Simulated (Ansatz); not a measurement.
Steps of a relaxation of Ge₃H₈O, SMILES `[OH][GeH]([GeH3])[GeH3]` with RKS PBE-D4/def2-SVP.

```sh
$ ansatz run in.yaml --threads 2 --pin off --events-out ev --progress --plain --max-ram 32768MiB --backend cpu
```

```yaml
crystal:
  periodic: [false, false, false]
  atoms:
    - {symbol: O, position_ang: [-1.633300, 1.429800, -0.242300]}
    - {symbol: Ge, position_ang: [-0.091600, 0.769100, 0.151000]}
    - {symbol: Ge, position_ang: [-0.380100, -0.826300, 1.897900]}
    - {symbol: Ge, position_ang: [0.891500, -0.308900, -1.779000]}
    - {symbol: H, position_ang: [-1.489900, 2.105800, -1.004700]}
    - {symbol: H, position_ang: [0.874200, 1.912800, 0.609700]}
    - {symbol: H, position_ang: [1.061400, -1.436600, 2.261200]}
    - {symbol: H, position_ang: [-1.268800, -1.934500, 1.438100]}
    - {symbol: H, position_ang: [-0.931300, -0.110600, 3.205500]}
    - {symbol: H, position_ang: [0.983900, 0.712300, -2.897900]}
    - {symbol: H, position_ang: [-0.155900, -1.447600, -2.203100]}
    - {symbol: H, position_ang: [2.216800, -0.920400, -1.402300]}
basis:
  gaussian: {orbitals: def2-SVP}
hamiltonian: {xc: pbe, dispersion: d4}
relax: {f_tol: 0.03, max_steps: 200}
```

Positions (Å) and forces (eV/Å) along the path, 7 of 7 steps:

```xyz
12
step=1 energy=-171681.2982 eV
O    -1.633    1.430   -0.242   -1.943    2.473   -2.279
Ge   -0.092    0.769    0.151    2.534   -0.675    0.539
Ge   -0.380   -0.826    1.898    1.043    0.534    1.284
Ge    0.891   -0.309   -1.779   -1.355   -0.605    0.076
H    -1.490    2.106   -1.005   -0.543   -1.350    1.575
H     0.874    1.913    0.610    0.017    0.048    0.073
H     1.061   -1.437    2.261   -0.680    0.275   -0.187
H    -1.269   -1.935    1.438   -0.648   -0.768   -0.201
H    -0.931   -0.111    3.205    0.115   -0.364   -0.429
H     0.984    0.712   -2.898    0.184    0.280   -0.534
H    -0.156   -1.448   -2.203    0.589    0.453    0.075
H     2.217   -0.920   -1.402    0.686   -0.301    0.007
12
step=2 energy=-171681.5995 eV
O    -1.649    1.436   -0.185   -0.816    1.058   -0.957
Ge   -0.030    0.797    0.156    0.856   -0.524    0.357
Ge   -0.406   -0.789    1.974    0.229    0.066    0.138
Ge    0.891   -0.308   -1.846   -0.173   -0.135   -0.075
H    -1.592    2.106   -0.917   -0.177   -0.544    0.626
H     0.912    1.949    0.656    0.003   -0.034   -0.089
H     0.987   -1.392    2.311   -0.010   -0.036    0.041
H    -1.337   -1.940    1.558   -0.126   -0.143   -0.133
H    -0.985   -0.164    3.276    0.043    0.080   -0.115
H     1.062    0.655   -3.049    0.009    0.129    0.002
H    -0.038   -1.457   -2.346   -0.013    0.102    0.126
H     2.264   -0.949   -1.554    0.176   -0.019    0.077
12
step=3 energy=-171681.6334 eV
O    -1.677    1.516   -0.289   -0.071   -0.091    0.133
Ge   -0.078    0.783    0.176    0.222    0.078   -0.205
Ge   -0.360   -0.835    1.986   -0.238    0.020   -0.035
Ge    0.866   -0.309   -1.812    0.068    0.006   -0.038
H    -1.561    2.158   -1.016    0.066   -0.075    0.069
H     0.889    1.927    0.639   -0.019   -0.016    0.018
H     1.019   -1.450    2.341    0.056    0.040   -0.054
H    -1.305   -1.986    1.544    0.026    0.043    0.009
H    -0.937   -0.165    3.258   -0.018    0.009    0.025
H     1.041    0.683   -3.002   -0.034   -0.016    0.078
H    -0.081   -1.445   -2.277   -0.019   -0.021   -0.013
H     2.260   -0.934   -1.514   -0.040    0.023    0.013
12
step=4 energy=-171681.6444 eV
O    -1.698    1.439   -0.248    0.211   -0.109    0.124
Ge   -0.048    0.773    0.151    0.002   -0.161    0.074
Ge   -0.379   -0.818    1.969   -0.005    0.047   -0.008
Ge    0.881   -0.324   -1.831   -0.013    0.013   -0.029
H    -1.536    2.165   -0.874   -0.184    0.217   -0.181
H     0.896    1.937    0.606   -0.025    0.022    0.004
H     1.008   -1.411    2.336   -0.004   -0.010    0.021
H    -1.310   -1.974    1.526   -0.004    0.002   -0.012
H    -0.981   -0.125    3.219    0.004   -0.009    0.009
H     1.042    0.677   -3.009    0.000    0.004    0.001
H    -0.073   -1.458   -2.291    0.010   -0.009   -0.001
H     2.273   -0.937   -1.519    0.008   -0.007   -0.002
12
step=5 energy=-171681.6532 eV
O    -1.684    1.464   -0.229    0.097    0.096   -0.117
Ge   -0.044    0.774    0.157    0.028   -0.019    0.018
Ge   -0.379   -0.816    1.975   -0.039    0.013   -0.015
Ge    0.883   -0.321   -1.832    0.004    0.006   -0.017
H    -1.574    2.147   -0.923   -0.088   -0.106    0.115
H     0.904    1.933    0.617    0.004   -0.005   -0.004
H     1.004   -1.421    2.337    0.009   -0.008    0.006
H    -1.317   -1.966    1.526    0.006    0.013   -0.001
H    -0.970   -0.135    3.235   -0.005    0.007   -0.002
H     1.047    0.682   -3.010   -0.007   -0.004    0.019
H    -0.069   -1.456   -2.294    0.000   -0.004   -0.003
H     2.275   -0.941   -1.525   -0.010    0.011    0.002
12
step=6 energy=-171681.6571 eV
O    -1.663    1.449   -0.202   -0.006   -0.029    0.027
Ge   -0.016    0.768    0.159    0.004   -0.004   -0.005
Ge   -0.382   -0.810    1.977   -0.013   -0.004    0.001
Ge    0.888   -0.319   -1.843   -0.010    0.005    0.006
H    -1.603    2.115   -0.911    0.000    0.018   -0.021
H     0.934    1.926    0.615    0.017    0.010   -0.004
H     0.986   -1.432    2.371   -0.006   -0.002    0.006
H    -1.328   -1.947    1.514    0.002   -0.001   -0.001
H    -0.993   -0.113    3.220    0.003    0.006   -0.001
H     1.026    0.691   -3.016    0.000    0.004    0.000
H    -0.060   -1.460   -2.296    0.002   -0.003   -0.002
H     2.289   -0.925   -1.553    0.008    0.001   -0.005
12
step=7 energy=-171681.6577 eV
O    -1.657    1.438   -0.185   -0.024    0.002    0.006
Ge   -0.003    0.766    0.160    0.017   -0.018   -0.009
Ge   -0.387   -0.807    1.980    0.019   -0.006    0.017
Ge    0.892   -0.315   -1.849   -0.007   -0.006   -0.002
H    -1.616    2.099   -0.901    0.012    0.004   -0.009
H     0.953    1.924    0.603   -0.002    0.005    0.008
H     0.969   -1.440    2.395   -0.004    0.003   -0.002
H    -1.334   -1.941    1.512   -0.007    0.004   -0.004
H    -1.003   -0.099    3.213   -0.005    0.002   -0.004
H     1.017    0.698   -3.020   -0.006    0.009   -0.003
H    -0.052   -1.461   -2.298    0.000   -0.002   -0.002
H     2.298   -0.914   -1.575    0.007    0.001    0.005
```

It took 48 s on 2 threads of a server CPU on a shared host, with 0.46 GiB of host memory at the peak.
